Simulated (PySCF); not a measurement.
C3H8GeO3, SMILES C=C[CH2][Ge]([OH])([OH])[OH] (connectivity only; charge and spin as stated), charge +1, multiplicity 2.

The structure is a stationary point at PBE0-D3(BJ)/def2-SVP. Other conformers were not sampled.

Method: B3LYP/def2-TZVP (PySCF).

Isolated molecule, no solvent.

Computed frontier levels, dipole moment:
α spin, highest occupied and lowest empty level: -12.48 and -6.42 eV
β spin, highest occupied and lowest empty level: -13.42 and -9.91 eV
dipole moment about the centre of nuclear charge: 2.77 D
⟨S²⟩: 0.757 (pure state 0.75)
